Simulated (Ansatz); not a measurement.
Cartesian coordinates in Å:
```
C -1.5534 -1.2833 0.8654
O -0.3209 -0.7012 0.5121
Si -0.1217 0.2561 -0.8100
C 1.6276 0.8949 -0.7237
S 1.9422 1.7515 0.8429
H -2.3306 -0.5231 1.0047
H -1.4221 -1.8207 1.8060
H -1.8928 -1.9951 0.1043
H -1.0955 1.3818 -0.7889
H -0.3351 -0.5395 -2.0547
H 2.3613 0.1027 -0.8891
H 1.7688 1.6421 -1.5096
H 1.3722 0.8338 1.6407
```

Charge 0, multiplicity 1.

Task: List the CAM-B3LYP/def2-TZVPP orbital energies in eV (the Gaussian-basis code of Ansatz). (An estimate is asked.)

Result: Computed: Occupied: -2419.67, -1801.32, -522.56, -280.28, -279.32, -217.67, -162.28, -162.18, -162.02, -145.82, -101.18, -101.13, -101.13, -30.05, -23.51, -21.08, -19.60, -16.70, -14.62, -14.57, -14.26, -13.76, -12.46, -12.30, -11.30, -10.54, -10.15, -9.70, -8.02. Lowest empty: 1.25, 1.60, 2.45, 2.63, 2.74, 3.09, 3.49, 3.71.
